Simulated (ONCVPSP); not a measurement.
strontium (Sr): ONCV pseudisation with LDA (Perdew-Wang 92), scalar-relativistic reference atom.

ONCVPSP 4.0.1 was run on this input:

```
# ATOM AND REFERENCE CONFIGURATION
# atsym  z   nc   nv     iexc    psfile
  Sr 38.00    6    4  -001012      upf
#
#   n    l    f
    1    0    2.00
    2    0    2.00
    2    1    6.00
    3    0    2.00
    3    1    6.00
    3    2   10.00
    4    0    2.00
    4    1    6.00
    5    0    1.75
    5    1    0.25
#
# PSEUDOPOTENTIAL AND OPTIMIZATION
# lmax
    2
#
#   l,   rc,      ep,       ncon, nbas, qcut
    0    2.30    0.00    5    9    5.10
    1    2.15    0.00    5    8    6.40
    2    1.85    0.45    4    9    5.80
#
# LOCAL POTENTIAL
# lloc, lpopt,  rc(5),   dvloc0
    4    5    1.50    2.00
#
# VANDERBILT-KLEINMAN-BYLANDER PROJECTORs
# l, nproj, debl
    0    2    2.20
    1    2    0.90
    2    2    2.90
#
# MODEL CORE CHARGE
# icmod, fcfact, rcfact
    3    2.75    1.40
#
# LOG DERIVATIVE ANALYSIS
# epsh1, epsh2, depsh
   -3.00    5.00    0.02
#
# OUTPUT GRID
# rlmax, drl
    6.00    0.01
#
# TEST CONFIGURATIONS
# ncnf
    4
# nvcnf
#   n    l    f
    4
    4    0    2.00
    4    1    6.00
    5    0    2.00
    5    1    0.00
#
    4
    4    0    2.00
    4    1    6.00
    5    0    1.00
    5    1    0.00
#
    4
    4    0    2.00
    4    1    6.00
    5    0    0.00
    5    1    0.00
#
    5
    4    0    2.00
    4    1    6.00
    5    0    1.00
    5    1    0.00
    4    2    1.00
#
```

Command:

```bash
oncvpsp.x < Sr.dat > Sr.out
```

Resulting log (shortened: citation, most of the input echo, consistency checks and plot data are left out):

```
ONCVPSP  (Optimized Norm-Conservinng Vanderbilt PSeudopotential)
scalar-relativistic version 4.0.1

#   n    l    f        energy (Ha)
    1    0    2.00    -5.8480130E+02
    2    0    2.00    -7.9213084E+01
    2    1    6.00    -7.0447703E+01
    3    0    2.00    -1.2239478E+01
    3    1    6.00    -9.4113533E+00
    3    2   10.00    -4.7252891E+00
    4    0    2.00    -1.5164099E+00
    4    1    6.00    -8.5250909E-01
    5    0    1.75    -1.4060100E-01
    5    1    0.25    -5.4165947E-02

Reference configufation results
  iterations    20
  all-electron total energy (Ha)   -3.17579452D+03

Begin loop to  construct optimized pseudo wave functions
and semi-local pseudopoentials for all angular momenta

Calculating optimized projector #   1

 for l=   0

    Fraction of norm inside rc  0.958015
    Optimizing pswf for qcut=   5.10 a_B^-1,  ecut=  12.99 Ha
    Residual kinetic energy error=  3.55D-05 Ha

    Energy error per electron        Cutoff
         Ha          eV             Ha
         0.01000     0.27211        6.44
         0.00100     0.02721        9.63
         0.00010     0.00272       11.88
         0.00001     0.00027       32.93

Calculating optimized projector #   2

 for l=   0

    Fraction of norm inside rc  0.065703
    Optimizing pswf for qcut=   5.10 a_B^-1,  ecut=  12.99 Ha
    Residual kinetic energy error=  1.94D-05 Ha

    Energy error per electron        Cutoff
         Ha          eV             Ha
         0.01000     0.27211        2.48
         0.00100     0.02721        8.37
         0.00010     0.00272       11.24
         0.00001     0.00027       15.25

Calculating optimized projector #   1

 for l=   1

    Fraction of norm inside rc  0.847803
    Optimizing pswf for qcut=   6.40 a_B^-1,  ecut=  20.46 Ha
    Residual kinetic energy error=  7.46D-06 Ha

    Energy error per electron        Cutoff
         Ha          eV             Ha
         0.01000     0.27211        5.57
         0.00100     0.02721       11.93
         0.00010     0.00272       16.59
         0.00001     0.00027       20.23

Calculating optimized projector #   2

 for l=   1

    Fraction of norm inside rc  0.027101
    Optimizing pswf for qcut=   6.40 a_B^-1,  ecut=  20.46 Ha
    Residual kinetic energy error=  1.10D-06 Ha

    Energy error per electron        Cutoff
         Ha          eV             Ha
         0.01000     0.27211        3.50
         0.00100     0.02721        5.66
         0.00010     0.00272       12.57
         0.00001     0.00027       17.24

WARNING wellstate: moderately localized bound state found for n= 4 l=  2
WARNING scattering state with energy  0.05000000
WARNING will be used for the first projector

   Wellstate for l =  2  n =  4
     eigenvalue =   0.0500
     asymptotic potential =   0.5500
     half-point radius =  3.2499

   Wellstate for l =  2  n =  6
     eigenvalue =   2.9500
     asymptotic potential =   3.4500
     half-point radius =  3.4029

Calculating optimized projector #   1

 for l=   2

    Fraction of norm inside rc  0.397710
    Optimizing pswf for qcut=   5.80 a_B^-1,  ecut=  16.84 Ha
    Residual kinetic energy error=  2.46D-05 Ha

    Energy error per electron        Cutoff
         Ha          eV             Ha
         0.01000     0.27211        8.53
         0.00100     0.02721       12.06
         0.00010     0.00272       15.03
         0.00001     0.00027       24.01

Calculating optimized projector #   2

 for l=   2

    Fraction of norm inside rc  0.131618
    Optimizing pswf for qcut=   5.80 a_B^-1,  ecut=  16.84 Ha
    Residual kinetic energy error=  6.51D-04 Ha

    Energy error per electron        Cutoff
         Ha          eV             Ha
         0.01000     0.27211       11.96
         0.00100     0.02721       16.12
         0.00010     0.00272       26.43
         0.00001     0.00027       99.70

Construct Vanderbilt / Kleinmman-Bylander projectors

B matrix Hermiticity error, ll=   0
   1   2    7.8313E-05

  Orthonormal projector coefficients  4.5202E+00  6.6023E-01

B matrix Hermiticity error, ll=   1
   1   2    2.8693E-05

  Orthonormal projector coefficients  2.7046E+00  2.9827E-01

B matrix Hermiticity error, ll=   2
   1   2   -1.9225E-04

  Orthonormal projector coefficients  1.4116E+01  1.0903E-01

Model core correction analysis
  based on d2Exc/dn_idn_j

d2excae - all-electron derivatives

   -2.992662D-02   -2.660780D-02   -2.326841D-03   -1.100604D-03
   -2.660793D-02   -2.579193D-02   -3.720348D-03   -1.434061D-03
   -2.326729D-03   -3.719678D-03   -2.523820D-02   -2.039605D-02
   -1.100642D-03   -1.434007D-03   -2.037214D-02   -2.690719D-02

d2excps - pseudofunction derivatives with no core correction

   -4.004685D-02   -3.173143D-02   -3.263247D-03   -1.427002D-03
   -3.173232D-02   -2.990518D-02   -4.117621D-03   -1.659676D-03
   -3.263440D-03   -4.116986D-03   -2.532290D-02   -2.042123D-02
   -1.427122D-03   -1.659645D-03   -2.039732D-02   -2.691992D-02

rms 2nd derivative error    3.300023E-03

rmatch, rhocmatch    0.9324    5.1109

Teter function model core charge with specified parameters

d2excps - pseudofunction derivatives with core correction

   -3.116264D-02   -2.720972D-02   -2.537009D-03   -1.171273D-03
   -2.720970D-02   -2.703529D-02   -3.785380D-03   -1.506064D-03
   -2.536895D-03   -3.784709D-03   -2.526008D-02   -2.040145D-02
   -1.171307D-03   -1.506011D-03   -2.037754D-02   -2.691136D-02

rms 2nd derivative error    4.947118E-04

Pseudoatom total energy  -31.137025

Diagnostic tests using Vanderbilt-Kleinman-Bylander pseudopotentials
  1 or more projectors used as specified by nproj input data

   l    rcore       rmatch      e in        delta e   norm test  slope test

   0   2.3009729   2.3708354  -1.5164099   0.0000007   1.0000916   1.0000853
   0   2.3009729   2.3708354  -0.1406010   0.0000009   1.0000181   1.0000147

   1   2.1544366   2.2198499  -0.8525091  -0.0000008   1.0000690   1.0000756
   1   2.1544366   2.2198499  -0.0541659   0.0000008   1.0000305   1.0000254

   2   1.8551721   1.9114991   0.0500000   0.0000246   1.0001058   1.0001058
   2   1.8551721   1.9114991   2.9500000   0.0000383   1.0001785   1.0001785

 Testing for bound ghosts
   n   l    E NL Schr. Eq   E Basis Diag.   E Cutoff

   1   0       -1.516409       -1.516409     66.27
   2   0       -0.140600       -0.113789     66.27

   2   1       -0.852510       -0.852491     65.37
   3   1       -0.054165        0.041721     65.37

   3   2       -0.060343       -0.026363    128.41

 Testing for highly-localized positive-energy ghosts
       l    <radius>/rc     E Basis Diag.   E Cutoff

       2        0.914774       35.018899    128.41  WARNING - GHOST(+)

Test configuration 0

   n   l     f        eae           eps        diff
   1   0  2.0000 -584.80129618
   2   0  2.0000  -79.21308381
   2   1  6.0000  -70.44770265
   3   0  2.0000  -12.23947847
   3   1  6.0000   -9.41135326
   3   2 10.0000   -4.72528914
   4   0  2.0000   -1.51640994   -1.51640926    6.77D-07
   4   1  6.0000   -0.85250909   -0.85250994   -8.48D-07
   5   0  1.7500   -0.14060100   -0.14060007    9.29D-07
   5   1  0.2500   -0.05416595   -0.05416514    8.06D-07

    Total energies and differences
      AE_ref= -3.17579452D+03  AE_tst= -3.17579452D+03  dif=  0.00D+00
      PS_ref= -3.11370250D+01  PS_tst= -3.11370250D+01  dif=  1.42D-14
      PSP excitation error= -1.42D-14

Test configuration 1

   n   l     f        eae           eps        diff
   1   0  2.0000 -584.78834043
   2   0  2.0000  -79.20011505
   2   1  6.0000  -70.43474962
   3   0  2.0000  -12.22651261
   3   1  6.0000   -9.39839293
   3   2 10.0000   -4.71233249
   4   0  2.0000   -1.50373293   -1.50365075    8.22D-05
   4   1  6.0000   -0.84008741   -0.84007438    1.30D-05
   5   0  2.0000   -0.13381919   -0.13381556    3.63D-06

    Total energies and differences
      AE_ref= -3.17579452D+03  AE_tst= -3.17581598D+03  dif= -2.15D-02
      PS_ref= -3.11370250D+01  PS_tst= -3.11584906D+01  dif= -2.15D-02
      PSP excitation error= -1.75D-07

Test configuration 2

   n   l     f        eae           eps        diff
   1   0  2.0000 -585.02765293
   2   0  2.0000  -79.43902552
   2   1  6.0000  -70.67367173
   3   0  2.0000  -12.46498814
   3   1  6.0000   -9.63684044
   3   2 10.0000   -4.95074170
   4   0  2.0000   -1.73925775   -1.73953305   -2.75D-04
   4   1  6.0000   -1.07384072   -1.07387752   -3.68D-05
   5   0  1.0000   -0.31539659   -0.31541461   -1.80D-05

    Total energies and differences
      AE_ref= -3.17579452D+03  AE_tst= -3.17559333D+03  dif=  2.01D-01
      PS_ref= -3.11370250D+01  PS_tst= -3.09358172D+01  dif=  2.01D-01
      PSP excitation error= -1.89D-05

Test configuration 3

   n   l     f        eae           eps        diff
   1   0  2.0000 -585.31163516
   2   0  2.0000  -79.72224872
   2   1  6.0000  -70.95691401
   3   0  2.0000  -12.74738108
   3   1  6.0000   -9.91918014
   3   2 10.0000   -5.23301236
   4   0  2.0000   -2.01607333   -2.01708955   -1.02D-03
   4   1  6.0000   -1.34709077   -1.34728455   -1.94D-04

    Total energies and differences
      AE_ref= -3.17579452D+03  AE_tst= -3.17518260D+03  dif=  6.12D-01
      PS_ref= -3.11370250D+01  PS_tst= -3.05250062D+01  dif=  6.12D-01
      PSP excitation error= -1.04D-04

Test configuration 4

   n   l     f        eae           eps        diff
   1   0  2.0000 -584.75464102
   2   0  2.0000  -79.16191534
   2   1  6.0000  -70.39694142
   3   0  2.0000  -12.18876329
   3   1  6.0000   -9.36060578
   3   2 10.0000   -4.67418890
   4   0  2.0000   -1.46654189   -1.46765294   -1.11D-03
   4   1  6.0000   -0.80574007   -0.80605894   -3.19D-04
   5   0  1.0000   -0.12543241   -0.12551293   -8.05D-05
   4   2  1.0000   -0.03688721   -0.03684062    4.66D-05

    Total energies and differences
      AE_ref= -3.17579452D+03  AE_tst= -3.17573005D+03  dif=  6.45D-02
      PS_ref= -3.11370250D+01  PS_tst= -3.10724370D+01  dif=  6.46D-02
      PSP excitation error= -1.22D-04
```

The run took about 3.3 s on one core of a shared server CPU.
